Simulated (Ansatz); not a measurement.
System: C$_{2}$H$_{6}$Br$_{2}$O$_{2}$Si, net charge 0, singlet state. SMILES: Br[Si](OC)(OC)Br
Coordinates optimised at B3LYP-D3(BJ)/def2-TZVP (Ansatz, an electronic-structure program):
```
Si
O 1 1.6203
C 2 1.4272 1 125.25
H 3 1.0882 2 107.38 1 175.52
H 3 1.0915 4 109.37 2 -119.95
H 3 1.0922 4 109.33 5 -119.48
O 1 1.6203 2 113.64 3 -64.24
C 7 1.4272 1 125.25 2 -64.24
H 8 1.0882 7 107.38 1 175.52
H 8 1.0915 9 109.37 7 -119.95
H 8 1.0922 9 109.33 10 -119.48
Br 1 2.2141 2 110.72 3 54.08
Br 1 2.2141 2 105.35 3 174.38
```

Wanted: vertical triplet-singlet gap (E(triplet) - E(singlet); each state is the SCF solution reached for its spin; for the triplet the Hartree-Fock reference is unstable and T1 is 0.021), in kcal/mol. Valence correlation only, unless marked. Open shells are spin-unrestricted. Spin-orbit coupling is left out. The frozen core is the preceding noble-gas configuration, with the filled d and f shells of earlier blocks. No relativistic terms.  The program attaches cautions to a run behind CCSD(T)/def2-SVPD: other roots.

| level | program | vertical triplet-singlet gap (kcal/mol) |
|---|---|---|
| RI-HF/def2-TZVPPD | Ansatz | 159.6 |
| r2SCAN/def2-TZVPD | Ansatz | 143.6 |
| B3LYP/def2-TZVPD | Ansatz | 144.6 |
| BHLYP/def2-TZVPD | Ansatz | 156.7 |
| wB97M-V/def2-TZVPD | Ansatz | 159.1 |
| CCSD(T)/def2-SVPD | Ansatz | 157.8 |
